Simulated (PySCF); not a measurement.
## Spectroscopy problems

PySCF 2.14 calculation with shieldings: GIAO PBE0/pcSseg-1 and coordinates at the GFN2-xTB level; non-relativistic Hamiltonian, in vacuum, averaged over atoms made equivalent by symmetry, fast rotation or ring inversion, a single conformation.

Chemical shifts δ = σref − σ; ¹H (σ = 31.72 ppm), ¹³C (σ = 186.93 ppm) against TMS, all at this level. Where no couplings were computed, multiplicities follow the n + 1 count of equivalent neighbours, and m marks all less simple cases (inequivalent or close neighbours, rings, F or P nearby). Shifts are as computed. Against solution values, carbons near 30 ppm lie about +3 ppm off and those near 130 ppm about +5 ppm. Of 1211 compounds with measured shifts, 218 miss one by over three times the rms of a fit or turn the order of signals round; such compounds aren't used in these exercises.

Question: C$_{7}$H$_{6}$O$_{2}$. ¹H NMR (400 MHz, computed): δ 8.18 (s, 1H), 6.75 (m, 1H), 6.46 (m, 1H), 2.95 (m, 1H), 2.90 (s, 1H), 2.75 (m, 1H). ¹³C{¹H} NMR (computed): δ 164.4 (CH), 154.4 (CH), 138.3 (C), 93.1 (CH), 80.4 (C), 70.9 (CH), 39.9 (CH2). Give a structure.

Answer: SMILES C#CC1=CC[C@H]1OC=O. Rings plus π bonds: 5 (1 ring in the answer). 7 carbon signals for 7 carbons: no two carbons are equivalent. Carbon types of the structure: 2 × C, 4 × CH, 1 × CH2, which accounts for all hydrogens. δC 154.4: alkene CH; the olefinic region. δC 138.3: fully substituted alkene carbon; an sp2 carbon of a C=C bond. δC 93.1: terminal alkyne carbon; the triple bond shields along its axis, which puts it between sp3 and sp2 carbons. δC 70.9: allylic sp3 CH bonded to O; deshielded by the electronegative neighbour.

This is the structure that produced the data.

Question: C$_{7}$H$_{6}$O$_{2}$. ¹H NMR (400 MHz, computed): δ 4.56 (q, 2H), 3.08 (s, 1H), 1.52 (t, 3H). ¹³C{¹H} NMR (computed): δ 169.0 (C), 141.9 (C), 118.3 (C), 94.3 (CH), 71.5 (CH2), 71.2 (C), 17.2 (CH3). Give a structure.

Answer: SMILES C#Cc1c(OCC)c1=O. The formula gives 5 degrees of unsaturation (1 ring in the answer). 7 carbon signals for 7 carbons: no two carbons are equivalent. Carbon types of the structure: 4 × C, 1 × CH, 1 × CH2, 1 × CH3, which accounts for all hydrogens. δC 169.0, 118.3: unsaturated ring carbon. δC 94.3: terminal alkyne carbon; sp carbons lie upfield of alkene carbons because the cylindrical π system leaves one tensor component strongly shielded. δC 71.5: sp3 CH2 bonded to O; deshielded by the electronegative neighbour. δC 71.2: alkyne carbon; sp carbons lie upfield of alkene carbons because the cylindrical π system leaves one tensor component strongly shielded.

The shifts were computed for this structure.
